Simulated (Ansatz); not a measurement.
Mulliken charges of `CC(F)I` from ωB97M-V/def2-TZVPP in Ansatz (PBE0-D4/def2-TZVP geometry).

```csv
atom,x (Å),y (Å),z (Å),charge (e)
C1,0.289,0.774,0.030,-0.283
C2,-0.053,-0.683,0.083,0.029
F3,0.832,-1.408,-0.654,-0.187
I4,-2.048,-1.054,-0.674,-0.063
H5,0.249,1.144,-0.995,0.128
H6,-0.406,1.350,0.642,0.116
H7,1.303,0.912,0.418,0.115
H8,-0.074,-1.092,1.093,0.145
```

By hand: the dipole of these point charges (1 e Å = 4.8032 D).

Σ q r = (0.014, 0.340, 0.312) e Å, of length 0.462 e Å = 2.22 D.

How does the dipole of the full density compare? (An estimate is asked.)

Ansatz gave: (0.130, 0.303, 0.282) e Å, 2.08 D; the point charges give 1.07 times that, at 16° from its direction.

Point charges leave out the atoms' own dipoles, such as those of lone pairs, and Mulliken's split depends on the basis, so the close match here is no proof of good charges.
